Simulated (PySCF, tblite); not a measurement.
Give a GFN2-xTB geometry of `C(=O)(C[P@@]1([C@H](C1)[SiH3])=O)C`.

Z-matrix in Å and degrees, rows numbered from 1:
```
C 
C   1  1.4981
O   2  1.2049  1  124.20
C   2  1.5092  1  117.25  3   178.96
P   4  1.8422  2  100.87  1  -157.46
O   5  1.4660  4  115.19  2    69.70
C   5  1.8088  4  111.31  2  -144.34
C   7  1.5668  5   63.79  4   104.33
Si  8  1.8831  5  116.80  7  -110.08
H   1  1.0868  2  110.47  3    14.29
H   1  1.0874  2  110.90  3   137.02
H   1  1.0895  2  108.10  3  -104.55
H   4  1.0897  2  110.63  1    84.36
H   4  1.0913  2  113.11  1   -38.85
H   7  1.0813  5  123.21  8  -105.47
H   7  1.0823  5  116.68  8   106.57
H   8  1.0828  5  116.99  7   105.37
H   9  1.4593  8  110.39  5    29.92
H   9  1.4610  8  108.10  5   -93.17
H   9  1.4698  8  106.05  5   148.17
```

Of the pairs four or more bonds apart, O3···C8 is among the closest relative to their van der Waals radii: 3.21 Å, 100 % of the sum of Bondi's values. The C–C distances run from 1.498 Å (C1–C2, drawn single) to 1.567 Å (C7–C8, drawn single), a spread of 0.069 Å. The 3-membered ring P5–C7–C8 has internal angles of 51.5° to 64.7°. Si9 (SiH3 silicon) is tetrahedral (angles from 106.1° to 112.2°).

Structure optimised with GFN2-xTB, isolated species.

Point group: C1 (no symmetry element, even within 0.4 Å). Its GFN2-xTB frequencies are all real (lowest 45 cm⁻¹). One conformer, not necessarily the lowest (C1–C2–C4–P5 -157°, C2–C4–P5–O6 70°).

These are computed values.
